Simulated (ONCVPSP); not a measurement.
thulium (Tm): from the effect back to the setting (ONCV)

Base potential:

| Quantity | Value |
| --- | --- |
| Element | thulium |
| Generator | ONCVPSP 4.0.1 |
| Type | optimised norm-conserving Vanderbilt (ONCV) |
| Functional | LDA (Perdew-Wang 92) |
| Relativity | scalar-relativistic |
| Frozen core | [Kr] |
| Valence charge | 33 |
| Reference configuration | 4d10 4f13 5s2 5p6 5d0.5 6s1.5 |
| Partial waves | 5s+6s: rc 1.85 bohr, ncon 4, nbas 8, qcut 7.2 1/bohr, 3 projectors, debl 2.7 Ha; 5p: rc 1.45 bohr, ncon 4, nbas 7, qcut 6.7 1/bohr, 3 projectors, debl 3.9 Ha; 4d+5d: rc 1.05 bohr, ncon 3, nbas 7, qcut 15.1 1/bohr, 2 projectors; 4f: rc 0.85 bohr, ncon 3, nbas 8, qcut 22 1/bohr, local |
| Local potential | the f channel |
| Core correction | none |

Cutoffs, loose and tight: the cutoffs (Ha) at which the residual kinetic energy of the hardest occupied pseudo-wave falls to 1 and 0.1 mHa per electron. They do not see the model core or the augmentation charge, which bear on the density cutoff. Test errors are all-electron minus pseudo excitation energies from the reference, over the configurations 4d10 4f13 5s2 5p6 5d0 6s2; 4d10 4f13 5s2 5p6 5d0 6s1; 4d10 4f13 5s2 5p6 5d0 6s0; 4d10 4f14 5s2 5p6 5d0 6s0; variants that change the core or the reference have their own tests.

Only the qcut of the f channel is moved (4 further runs of the sweep failed or gave no value and are left out):

```tsv
qcut of the f channel (1/bohr)	cutoff, loose	cutoff, tight	bound ghosts	largest test error (meV)
18.5	152 Ha	407 Ha	s, p	tests left out (the all-electron energies of this program are off by 10 to 40 meV for near-neutral 4f atoms)
20.3	170 Ha	326 Ha	s, p	tests left out (the all-electron energies of this program are off by 10 to 40 meV for near-neutral 4f atoms)
22.4	198 Ha	311 Ha	s, p	tests left out (the all-electron energies of this program are off by 10 to 40 meV for near-neutral 4f atoms)
30.8	344 Ha	390 Ha	s, p, d	tests left out (the all-electron energies of this program are off by 10 to 40 meV for near-neutral 4f atoms)
```

Q: One more run gave cutoff, loose: 208 Ha; cutoff, tight: 310 Ha; bound ghosts: s, p; largest test error (meV): tests left out (the all-electron energies of this program are off by 10 to 40 meV for near-neutral 4f atoms). Which value of the qcut of the f channel was used?

A: 25 1/bohr. The loose cutoff moves one way along this sweep, from 152 Ha at 18.5 to 344 Ha at 30.8 1/bohr, which places the run between 22.4 and 30.8 1/bohr.
